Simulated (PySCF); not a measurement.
PdH: energy against distance

Set-up: PySCF, scalar-relativistic core potentials, basis sets H def2-TZVPP, Pd def2-TZVPP with ECP28. Energies in eV from H + Pd (4d10) in their ground configurations at the same level. State: ²Σ⁺ (doublet), unpaired electrons σ ↑.

| R (Å) | BLYP | ωB97X-V | UHF-CCSD(T) |
| --- | --- | --- | --- |
| 1.317 | -2.236 | -1.874 |  |
| 1.379 | -2.521 | -2.157 | -2.357 |
| 1.440 | -2.687 | -2.322 | -2.495 |
| 1.486 | -2.751 | -2.386 | -2.541 |
| 1.532 | -2.774 | -2.411 | -2.548 |
| 1.578 | -2.765 | -2.402 | -2.523 |
| 1.639 | -2.714 | -2.350 | -2.453 |
| 1.716 | -2.604 | -2.237 | -2.320 |
| 1.808 | -2.427 | -2.054 | -2.118 |
| 1.930 | -2.152 | -1.761 |  |

Problem. Put a parabola through the three lowest points of the BLYP curve and estimate Re, k and ωe (reduced mass 0.9983 u; 1 eV/Å² = 0.16022 mdyn/Å; ωe = 1302.8·√(k/μ) cm⁻¹).

Solution. Through R = 1.486, 1.532, 1.578 Å the second-order coefficient is 7.56 eV/Å², so Re ≈ 1.542 Å, k ≈ 2.42 mdyn/Å and ωe ≈ 2030 cm⁻¹. A polynomial fit of higher order to the unrounded BLYP energies gives Re = 1.541 Å, k = 2.35 mdyn/Å, ωe = 2000 cm⁻¹; anharmonicity and rounding make the difference.

The higher-order fit for each curve: BLYP: Re = 1.541 Å, ωe = 2000 cm⁻¹, De = 2.77 eV; ωB97X-V: Re = 1.541 Å, ωe = 2006 cm⁻¹, De = 2.41 eV; UHF-CCSD(T): Re = 1.518 Å, ωe = 2077 cm⁻¹, De = 2.55 eV.

Correlated steps freeze no core orbitals. The metal atom is held in its measured ground configuration; semilocal functionals can put another filling of s and d lower by some tenths of an eV, and De to that atom would be smaller. Spin–orbit coupling is left out. The state is the lowest single determinant that the PBE0 search found; with open d or f shells the true ground state can be another one.
